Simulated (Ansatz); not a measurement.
BrCl (bromine chloride): methods side by side

The species is BrCl (2 atoms), meant as a singlet with charge 0. SMILES: `ClBr`. Geometry: the measured bond length.

```jsonl
{"atom": "Cl", "x (Å)": "0.0000", "y (Å)": "0.0000", "z (Å)": "0.0000"}
{"atom": "Br", "x (Å)": "0.0000", "y (Å)": "0.0000", "z (Å)": "2.1361"}
```

Quantity: the energy change with the Cl1–Br2 bond stretched from 2.136 to 4.272 Å, in eV. The values are calculated.

| level | kind | program | value (eV) | less FCI/STO-3G |
| --- | --- | --- | --- | --- |
| revPBE/STO-3G (restricted) | GGA | Ansatz | 3.68 | +1.71 |
| r2SCAN/STO-3G (restricted) | meta-GGA | Ansatz | 4.07 | +2.10 |
| B3LYP/STO-3G (restricted) | global hybrid | Ansatz | 4.30 | +2.33 |
| CAM-B3LYP/STO-3G (restricted) | range-separated hybrid | Ansatz | 5.19 | +3.22 |
| B2PLYP/STO-3G (restricted) | double hybrid | Ansatz | 3.34 | +1.37 |
| MP2/STO-3G (restricted) | perturbation theory | Ansatz | 2.87 | +0.90 |
| CCSDT(Q)/STO-3G (restricted) | coupled cluster or CI | Ansatz | 1.99 | +0.02 |
| FCI/STO-3G | exact in the basis | Ansatz | 1.97 | 0.00 |

FCI/STO-3G is exact within its basis and frozen core, so for wave-function methods in that basis the difference is their error; functionals converge differently with the basis, so for them it is only a difference. All-electron rows without a relativistic Hamiltonian named are non-relativistic. The first shape isn't each level's own minimum. The values span 1.97 to 5.19 eV. All rows use very small basis sets, so even the best lies far from the true value. In the correlated wave-function rows the outer d shell of Br is correlated, in sets not made for it.
